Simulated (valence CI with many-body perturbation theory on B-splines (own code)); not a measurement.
# Which ion has this spectrum?

A relativistic CI+MBPT calculation for an atom or ion with 22 electrons gives these levels (eV):

```csv
J,Parity,E,g
0,even,0.000,
1,even,19.742,1.49
2,even,28.690,1.31
4,even,29.226,1.11
3,even,31.973,1.22
0,even,46.568,
4,even,48.603,1.15
2,even,49.276,1.10
3,even,50.495,1.09
5,even,53.735,1.08
1,even,55.928,1.18
6,even,56.028,1.08
4,even,59.565,1.03
3,even,60.240,1.12
```

The energies are calculated, and their last digits are not significant.

(1) Which is it?
A. Sm40+
B. La35+
C. Pm39+
D. Nd38+

## Answers

(1) D. Nd38+, ground level (3d3/2^4) J=0.
